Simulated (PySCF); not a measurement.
```xyz
3
charge -1 multiplicity 1, angstrom
Re    0.0000    0.0000   -0.1353
N     1.3256    0.0000    0.9031
N    -1.3256    0.0000    0.9031
```

Level of theory: PySCF, PBE0, basis Re def2-SVPD with ECP60, N def2-SVPD (scalar-relativistic core potentials, no spin–orbit coupling, density fitting).

This geometry of ReN₂⁻ is a stationary point at this level.

Problem. What is the point group?

Solution. C2v.

Problem. Is it a minimum?

Solution. Yes: all harmonic wavenumbers are real.

Problem. List the harmonic modes with their infrared intensities.

Solution. 
```csv
symmetry,ω (cm⁻¹),IR (km/mol),type
a1,467,0.2,bend
b2,1038,120,stretch
a1,1142,53.8,stretch
```

Problem. Give the ideal-gas entropy at 298.15 K and 1 bar by parts.

Solution. translation 175.8, rotation 90.5, vibration 3.7, spin 0.0; total 270.0 J/(mol K).

In C2v the vibrations span 2a1 + b2. Here b1 is antisymmetric to the molecular plane and b2 lies in it.

Only a few start shapes were tried, so a lower isomer may exist. The lowest empty level of this anion is unbound, so it and the gap depend on the basis. Spin–orbit coupling, left out here, can matter for elements this heavy.
